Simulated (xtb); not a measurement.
HfF4, SMILES [F][Hf]([F])([F])[F], multiplicity 1. All values are semi-empirical tight-binding results from xtb (GFN2-xTB unless named), good for trends rather than for accurate numbers. Geometry: GFN2-xTB. The multiplicity is an assumed one; other spin states were not compared. The isomer is the one that the SMILES or the coordinates give; other isomers of the formula were not compared.

Optimised geometry:

Bonds (Å): Hf1–F2 1.821, Hf1–F3 1.821, Hf1–F4 1.821, Hf1–F5 1.821. Angles (°): F2–Hf1–F3 109.5, F2–Hf1–F4 109.5, F2–Hf1–F5 109.5, F3–Hf1–F4 109.5, F3–Hf1–F5 109.5, F4–Hf1–F5 109.5.

For metal compounds this method's bond lengths and energies can be far off.

Computed properties:
```json
{
  "point_group_as_xtb_finds_it": "Td",
  "orbital_gap": "6.23 eV",
  "zero_point_energy": "3.9 kcal/mol",
  "G − E(el) at 298.15 K (modified RRHO)": "-15.5 kcal/mol"
}
```

Computed atomic charges and the Wiberg bond orders between heavy atoms:
charges (e) Hf1 1.34, F2 -0.34, F3 -0.34, F4 -0.34, F5 -0.34. Bond orders Hf1–F2 0.94, Hf1–F3 0.94, Hf1–F4 0.94, Hf1–F5 0.94.
